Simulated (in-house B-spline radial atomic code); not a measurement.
Atomic self-consistent-field run: the chromium ion Cr³⁺. Level of theory: non-relativistic LDA VWN5, spherical fractional occupations, point nucleus, inside a hard spherical wall at 5.11 bohr; calculated with a B-spline radial code for spherical atoms.

Command:
```bash
python run_scf.py task.json out
```
Settings:
```
Z                24
configuration    [Ne] 3s2 3p5 3d4
hamiltonian      nr
method           lda,vwn
spin_polarised   False
wall_radius      5.11
```

Output (hartree, bohr):
```
 radial grid: 42 intervals, B-splines of order 8, outer radius 5.11 bohr

 iter        energy (Eh)    residual
    1       -1026.980694    5.92e-01
    2       -1033.410012    4.88e-01
    3       -1038.072086    1.03e-01
    4       -1038.395720    1.52e-02
    5       -1038.401314    1.30e-02
    6       -1038.405992    1.66e-03
    7       -1038.406024    1.13e-04
    8       -1038.406024    1.24e-05
    9       -1038.406024    1.49e-07

 total energy                     -1038.40602
 kinetic                            1037.1057
 electron-nucleus                  -2438.7726
 Hartree                             408.2430
 exchange-correlation                -44.9822

 orbital      occ     eigenvalue          <r>       <r^2>       <1/r>       <r^4>     <1/r^2>       r_max
 1s         2.000      -215.5204    0.0643015  0.00554535     23.4792 7.85384e-05      1110.4     0.04232
 2s         2.000       -25.6797     0.296628    0.103881      4.9695   0.0188586     101.426      0.2465
 2p         6.000       -22.1016     0.261079   0.0838537     4.92335   0.0143487     33.3484      0.1986
 3s         2.000        -4.1158     0.895388    0.923116     1.57507     1.36415     15.3323      0.7789
 3p         5.000        -3.1060     0.938558     1.03313     1.46185      1.8232     4.73524      0.7909
 3d         4.000        -1.4878      1.08985     1.47772     1.17968     4.64836     1.85637      0.7819
```

Time taken, with all properties: 0.02 s on 1 thread of Arm Neoverse V2 (shared host).
